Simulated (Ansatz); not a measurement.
Coupled-cluster diagnostics for V2O2, Ansatz.

Geometry of the singlet (r2SCAN-D4/def2-SVP):

```xyz
4

V     0.705    1.038    0.423
V    -0.705   -1.038   -0.423
O    -0.969    0.513    0.356
O     0.969   -0.513   -0.356
```

Correlated methods freeze 12 core orbitals; core or outer-core shells of V are correlated, in sets that lack core-valence functions. No other spin state of charge 0 was run. Another isomer (quintet) lies 3.17 eV lower at PBE0-D4/def2-TZVP; other spin states weren't run for this one.

**Question.** Estimate the CCSD(T) correlation energy, the shares of MP2 and (T), T1 and the reference's ⟨S²⟩ for: charge 0, singlet, own geometry in def2-TZVPP; and the rough time on 4 threads of Arm Neoverse V2 on a shared host.

**Answer.** 
```
                          state       basis  correlation (eV)  MP2 share (%)  (T) share (%)     T1  ⟨S²⟩ (pure)  wall time                                   remarks
charge 0, singlet, own geometry  def2-TZVPP           -43.651           92.8            8.8  0.100  0.00 (0.00)    5.5 min  flagged by the program, large T1 (0.100)
```
Customary marks for T1 are 0.02 (closed shells), 0.045 (open shells) and about 0.05 (3d metals). T1 exceeds 0.02 in 1 of 1 rows and 0.045 in 1; the higher it lies, the less the single-reference result can be trusted.
